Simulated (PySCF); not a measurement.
C₃H₉BO₂, SMILES COB(C)CO. Heavy atoms are numbered as in [CH3:1][O:2][B:3]([CH3:4])[CH2:5][OH:6]. Hydrogens are named by the atom that carries them.

The structure is a stationary point at B3LYP-D3(BJ)/def2-SVP. This is a generated structure with no PubChem entry under its InChIKey; it may be hypothetical. The values are those of a single conformer.

Method: PBE/pcSseg-1 in PySCF.

GIAO shieldings, no solvent; atoms alike by connectivity are averaged. δ = σ(ref) − σ: ¹³C against TMS (σ = 182.0 ppm); ¹⁷O against H2O (σ = 334.3 ppm); ¹¹B against BF3 (σ = 83.9 ppm); ¹H against TMS (σ = 31.49 ppm), references at their B3LYP-D3(BJ)/def2-TZVP geometries, non-relativistic.

```tsv
atoms	nucleus	count	δ (ppm)
C5 (CH2)	¹³C	1	64.6
C1 (CH3)	¹³C	1	58.2
C4 (CH3)	¹³C	1	?
O2	¹⁷O	1	178.5
O6 (OH)	¹⁷O	1	?
B3	¹¹B	1	45.2
H on C1	¹H	3	?
H on C5	¹H	2	?
H on C4	¹H	3	0.87
H on O6	¹H	1	?
```

Question: Fill in the missing entries. (An estimate is asked for; the answer gives what the named calculation found.)

Answer: 
- H on C1, δ (ppm): 4.07
- H on O6, δ (ppm): -0.11
- C4 (CH3), δ (ppm): -0.9
- O6 (OH), δ (ppm): 16.1
- H on C5, δ (ppm): 4.01
